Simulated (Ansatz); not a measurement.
The cluster B₆. Total charge 0; singlet. Geometry PBE0-D4/def2-SVP.

Cartesian coordinates in Å:
```
B -0.2289 -1.3835 1.4565
B -0.6636 0.3731 -0.5935
B -0.9157 -1.0451 0.1041
B 0.6288 -0.3094 0.6638
B 0.0771 1.6614 -1.1496
B 1.1022 0.7036 -0.4812
```

The restricted singlet is unstable towards broken spin symmetry in Hartree–Fock (as tested in another run); at HF/STO-3G this wasn't settled. The restricted singlet is unstable towards broken spin symmetry at other levels; at LDA (SPW92)/def2-TZVP, PBE-D4/def2-SVP, PBE-D4/def2-TZVPD, CAM-B3LYP-D4/def2-TZVP this wasn't settled. The geometry of the singlet was relaxed on an unsound state (restricted singlet, unstable towards broken spin symmetry at other levels and untested here). At PBE0-D4/def2-TZVP a triplet of charge 0 lies 0.20 eV below the restricted singlet at the same geometry. The structure comes from a short search, and lower isomers may exist.

(1) Estimate the orbital energies around the gap (eV) in Ansatz with HF/STO-3G, LDA (SPW92)/def2-TZVP, PBE-D4/def2-SVP, PBE-D4/def2-TZVPD, CAM-B3LYP-D4/def2-TZVP.

Answers

(1) 
```
orbital  HF/STO-3G  LDA (SPW92)/def2-TZVP  PBE-D4/def2-SVP  PBE-D4/def2-TZVPD  CAM-B3LYP-D4/def2-TZVP
HOMO−13    -199.97                -176.50          -178.68            -178.44                 -186.93
HOMO−12    -199.74                -176.28          -178.54            -178.27                 -186.78
HOMO−11    -199.74                -176.28          -178.54            -178.27                 -186.78
HOMO−10    -199.46                -176.13          -178.43            -178.14                 -186.57
 HOMO−9    -199.45                -176.13          -178.43            -178.14                 -186.57
 HOMO−8     -22.38                 -17.51           -17.40             -17.50                  -21.34
 HOMO−7     -18.71                 -14.84           -14.71             -14.82                  -18.35
 HOMO−6     -13.21                 -10.99           -10.84             -10.91                  -13.86
 HOMO−5     -13.15                 -10.80           -10.66             -10.78                  -13.80
 HOMO−4      -9.42                  -8.56            -8.38              -8.41                  -10.79
 HOMO−3      -8.22                  -7.96            -7.80              -7.85                   -9.98
 HOMO−2      -7.77                  -7.34            -7.19              -7.20                   -9.70
 HOMO−1      -6.69                  -7.30            -7.16              -7.17                   -9.34
   HOMO      -4.74                  -6.01            -5.85              -5.89                   -7.66
   LUMO       3.18                  -5.58            -5.38              -5.38                   -3.44
 LUMO+1       3.92                  -4.45            -4.27              -4.30                   -2.62
 LUMO+2       5.69                  -3.74            -3.53              -3.57                   -1.47
 LUMO+3       7.74                  -2.21            -2.00              -2.05                    0.01
 LUMO+4       9.16                  -1.83            -1.58              -1.63                    0.53
 LUMO+5      10.33                  -1.06            -0.76              -0.92                    1.23
```
